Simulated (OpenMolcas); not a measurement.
## neutral phosphorus: effect of the level shift or regulariser

```
Program             : OpenMolcas 26.06
Basis               : ANO-R1 [4s3p1d]
Scalar Hamiltonian  : X2C, finite nucleus
Active space        : 3 electrons in 3 orbitals (3p)
State averaging     : 2S+1 = 4 odd, 1 root; 2S+1 = 2 odd, 8 roots
Spin-orbit coupling : RASSI with atomic mean-field integrals over the reference wave functions, term energies averaged over their components
```

Methods on the same reference wave functions:
A. CASSCF
B. SS-CASPT2, IPEA 0.25 Eh, imaginary shift 0.1 Eh (closed shells correlated: 2s 2p 3s)
C. SS-CASPT2, IPEA 0.25 Eh, sigma2 regulariser 0.3 Eh (closed shells correlated: 2s 2p 3s)

Energies in cm⁻¹ above 3s² 3p³ ⁴S°_3/2, the measured ground level; measured values from NIST Handbook of Basic Atomic Spectroscopic Data.

| Level | A | B | C | Measured |
| --- | --- | --- | --- | --- |
| 3s² 3p³ ⁴S°_3/2 | 0.0 | 0.0 | 0.0 | 0.0 |
| 3s² 3p³ ²D°_3/2 | 15752 | 14060 | 14060 | 11361 |
| 3s² 3p³ ²D°_5/2 | 15757 | 14060 | 14060 | 11377 |
| 3s² 3p³ ²P°_1/2 | 26190 | 22790 | 22790 | 18723 |
| 3s² 3p³ ²P°_3/2 | 26197 | 22800 | 22800 | 18748 |

Deviations, from unrounded energies. A percentage is the sum of absolute deviations over the sum of measured energies, with the sign that they share, or ± where signs differ.

```
                        Against measurement  Levels      A      B      C
             mean absolute deviation (cm-1)       4   5900   3400   3400
other terms of the ground configuration (%)       4  +39.3  +22.4  +22.4
```

B, C lie about equally close to measurement and A furthest from it. The largest miss of C in the table is 3s² 3p³ ²P°_1/2, by +4100 cm-1. The ranking rests on the paired levels alone, and a cruder setting can come out closer through cancelling errors.

Between B and C no level of the table moves by more than 5 cm-1.

The two smallest mean deviations differ by little beside CASPT2's spread within terms, so their order carries little weight.

From A to B the spin-free energies of the other terms of 3s² 3p³ shown, above ⁴S°, scale by factors of 0.87 to 0.89.

The lowest spin-free term lies below A's lowest term by 0.073 hartree in B, 0.073 hartree in C.

CASPT2 does not keep the components of a term degenerate, so their means are used; among the terms shown or strongly mixed into the levels shown the widest spread is 180 cm-1 (3s² 3p³ ²D°, C). With the s shell closed, the reference lacks s² → p² mixing. Without dynamic correlation excited terms often stand tens of per cent too high (terms of higher spin than the ground term too low), and those without a measured partner can miss by more than the paired ones (holds for A). Some terms miss by over 15 % even with CASPT2, which points to a basis or an active space too small for the shells correlated (holds for B; C). Computed and measured levels are paired by configuration, term and J; levels that our copy of the source lacks, or whose pairing is in doubt (as where it misses far off the trend of its configuration), stay unpaired and out of the deviations. Only configurations of the active space appear.

° marks odd parity.
